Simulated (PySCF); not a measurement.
C2H4BClO2Si, SMILES OB(O)C#C[SiH2]Cl.

The structure is a stationary point at PBE0-D3(BJ)/def2-SVP. The structure was generated by enumeration, and PubChem lists no compound with its InChIKey, so it may never have been made. Other conformers were not sampled.

The numbers are results of TDA-PBE/def2-SVPD (PySCF), not measurements.

Vertical excitations. The molecule is in vacuum. State labels are in the subgroup Cs.

| state | symmetry | energy (eV) | λ (nm) | f | main pairs |
|---|---|---|---|---|---|
| S1 | A" | 5.22 | 238 | 0.000 | HOMO−1→LUMO 95 % |
| S2 | A' | 5.45 | 227 | 0.013 | HOMO→LUMO 58 %, HOMO−1→LUMO+1 37 % |
| S3 | A" | 5.46 | 227 | 0.000 | HOMO→LUMO+1 95 % |
| S4 | A' | 5.72 | 217 | 0.013 | HOMO−2→LUMO 83 %, HOMO−1→LUMO+1 15 % |
| S5 | A" | 5.87 | 211 | 0.000 | HOMO−3→LUMO 96 % |
| S6 | A" | 5.98 | 208 | 0.002 | HOMO−2→LUMO+1 97 % |
| S7 | A" | 6.07 | 204 | 0.001 | HOMO−4→LUMO+1 100 % |
| S8 | A' | 6.13 | 202 | 0.025 | HOMO−3→LUMO+1 91 % |
| S9 | A' | 6.29 | 197 | 0.024 | HOMO−4→LUMO 77 %, HOMO−5→LUMO+1 15 % |
| S10 | A" | 6.52 | 190 | 0.000 | HOMO−5→LUMO 99 % |
| T1 | A' | 4.41 | 281 | 0 | HOMO→LUMO 75 %, HOMO−1→LUMO+1 16 % |
| T2 | A" | 4.75 | 261 | 0 | HOMO−1→LUMO 73 %, HOMO→LUMO+1 23 % |
| T3 | A' | 4.81 | 258 | 0 | HOMO−1→LUMO+1 78 %, HOMO→LUMO 18 % |
| T4 | A" | 5.28 | 235 | 0 | HOMO→LUMO+1 75 %, HOMO−1→LUMO 24 % |
Triplets are in the Tamm–Dancoff approximation.
